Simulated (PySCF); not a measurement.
silyloxysilylmethanol (CH8O2Si2), SMILES C(O)[SiH2]O[SiH3]. Atoms are numbered in the order given.

```xyz
13

O     -3.1722     0.3317    -0.0398
C     -1.9482     0.1010     0.6574
Si    -0.5177     0.0906    -0.5810
O      0.9320    -0.0334     0.2233
Si     2.5642    -0.3245     0.1979
H     -3.1611     1.2387    -0.3732
H     -1.7776     0.8301     1.4752
H     -2.0360    -0.8850     1.1428
H     -0.6738    -1.0392    -1.5409
H     -0.5710     1.3759    -1.3441
H      2.8621    -1.5454    -0.6071
H      3.2875     0.8360    -0.3984
H      3.0302    -0.5288     1.5962
```

Geometry: B3LYP-D3(BJ)/def2-SVP. The values are those of a single conformer.

These are PBE/def2-TZVP (PySCF) values and carry that method's errors.

Estimate the frontier levels, gap, dipole moment and polarisability. (Estimate from the structure and the level; the computed values follow.)


```
Quantity                                                                                                       Result
---------------------------------------------------------------------------------------------  ----------------------
highest occupied level                                                                                       -6.04 eV
lowest empty level                                                                                           -1.12 eV
orbital gap                                                                                                   4.92 eV
dipole moment                                                                                                  1.13 D
quadrupole, principal values (traceless, Buckingham form, about the centre of nuclear charge)   -7.72, 0.45, 7.27 D·Å
mean static polarisability                                                                      74.3 bohr³ (11.01 Å³)
polarisability, principal values                                                               66.1, 69.4, 87.2 bohr³
```
